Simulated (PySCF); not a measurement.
A species of formula C6H6FN has this rotational fingerprint, computed with PBE0/def2-SVPD in PySCF (dipole) on a GFN2-xTB geometry, gas phase:

```
Rotational constants : A = 2928, B = 1650, C = 1062 MHz
Dipole components    : |μa| = 4.09 D, |μb| = 1.52 D, |μc| = 0.00 D
Inertial defect      : -3.13 u·Å²
κ                    : -0.37
```

Question: Which structure is it? (One computed conformer of each.)
A. `C#C[C@@H]1C=NC[C@H]1F`
B. `C#C[C@@H]1C=NC[C@@H]1F`
C. `[CH2:1]=[CH:2]/[C:3]([CH3:4])=[C:5](/[F:6])[C:7]#[N:8]` with C1–C2–C3–C4 0°
D. `n1cc(F)ccc1C`

Answer: C. It is C=C/C(C)=C(/F)C#N, an asymmetric top, point group Cs. The candidates at the same level (rigid rotor, commonest isotopes):

```json
{"SMILES": "C#C[C@@H]1C=NC[C@@H]1F", "A (MHz)": "3462", "B (MHz)": "1949", "C (MHz)": "1406", "μa (D)": "0.20", "μb (D)": "0.27", "μc (D)": "1.96", "Δ (u·Å²)": "-45.83", "point group": "C1", "rotor": "asymmetric top"}
{"SMILES": "Cc1ccc(F)cn1", "A (MHz)": "5721", "B (MHz)": "1490", "C (MHz)": "1191", "μa (D)": "0.98", "μb (D)": "1.92", "μc (D)": "0.00", "Δ (u·Å²)": "-3.13", "point group": "Cs", "rotor": "asymmetric top"}
{"SMILES": "C#C[C@@H]1C=NC[C@H]1F", "A (MHz)": "3168", "B (MHz)": "1814", "C (MHz)": "1345", "μa (D)": "1.35", "μb (D)": "0.30", "μc (D)": "0.43", "Δ (u·Å²)": "-62.56", "point group": "C1", "rotor": "asymmetric top"}
{"SMILES": "C=C/C(C)=C(/F)C#N", "A (MHz)": "2928", "B (MHz)": "1650", "C (MHz)": "1062", "μa (D)": "4.09", "μb (D)": "1.52", "μc (D)": "0.00", "Δ (u·Å²)": "-3.13", "point group": "Cs", "rotor": "asymmetric top"}
```

`Cc1ccc(F)cn1` has A 95 % too high; `C#C[C@@H]1C=NC[C@H]1F` has C 27 % too high; `C#C[C@@H]1C=NC[C@@H]1F` has C 32 % too high. In the right answer the mirror of this Cs structure is the ab plane, so μc vanishes by symmetry. No structure here is proved a minimum.
